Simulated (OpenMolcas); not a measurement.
# Ni3+, Pd3+, Pt3+: d⁷ down the group

```
Program             : OpenMolcas 26.06
Method              : CASSCF
Basis               : ANO-RCC-VTZP
Scalar Hamiltonian  : DKH2, point nucleus
Spin-orbit coupling : state interaction with AMFI integrals over the reference wave functions, term energies averaged over their components
```

Active space for each ion: 7 electrons in 5 orbitals (d).

Computed levels in cm-1 above ⁴F_9/2:

| Level | Ni3+ | Pd3+ | Pt3+ |
| --- | --- | --- | --- |
| ⁴F_7/2 | 1145 | 2748 | 9503 |
| ⁴F_5/2 | 1984 | 4504 | 12062 |
| ⁴P_5/2 | 22246 | 16749 | 19945 |
| ²G_9/2 | 22368 | 17402 | 20496 |
| ⁴P_1/2 | 23161 | 18588 | 23971 |
| ²G_7/2 | 23466 | 20142 | 28060 |
| ²H_11/2 | 29687 | 23109 | 27293 |
| ²P_1/2 | 30655 | 25696 | 37232 |
| ²H_9/2 | 30666 | 25870 | 37507 |
| weight of ⁴F in the lowest level (%) | 100 | 98 | 86 |

Mixed levels, with the weight of the term that names them: Pt3+ ⁴F_5/2 (73 %), Pt3+ ²G_9/2 (61 %), Pt3+ ⁴P_1/2 (68 %), Pt3+ ²P_1/2 (68 %), Pt3+ ²H_9/2 (73 %).

Measured, with the error of the calculation in %. Measured levels: Ni3+ from Corliss and Sugar, J. Phys. Chem. Ref. Data 10, 197 (1981).

| Level | Ni3+ |
| --- | --- |
| ⁴F_7/2 | 1190 (-3.7) |
| ⁴F_5/2 | 2042 (-2.8) |
| ⁴P_5/2 | 18119 (+22.8) |
| ²G_9/2 | 19830 (+12.8) |
| ⁴P_1/2 | 18958 (+22.2) |
| ²G_7/2 | 20948 (+12.0) |
| ²H_11/2 | 26649 (+11.4) |
| ²P_1/2 | 24651 (+24.4) |
| ²H_9/2 | 27678 (+10.8) |

The fine-structure level ⁴F_5/2 changes by a factor of 6.08 from Ni3+ to Pt3+.

Without spin-orbit coupling ⁴P lies 21497, 15001, 13618 cm-1 above ⁴F in that order; the difference to the level ⁴P_5/2, of either sign, comes from spin-orbit coupling, which also lowers the zero.

Without dynamic correlation excited terms often stand tens of per cent too high (terms of higher spin than the ground term too low), and those without a measured partner can miss by more than the paired ones. Measured partners are found by configuration, term and J. A level has none where our copy of the source lacks it or the pairing is in doubt (some pairs that miss far off the trend of their configuration count as doubtful), and it then counts in no deviation. Only configurations of the active space appear.
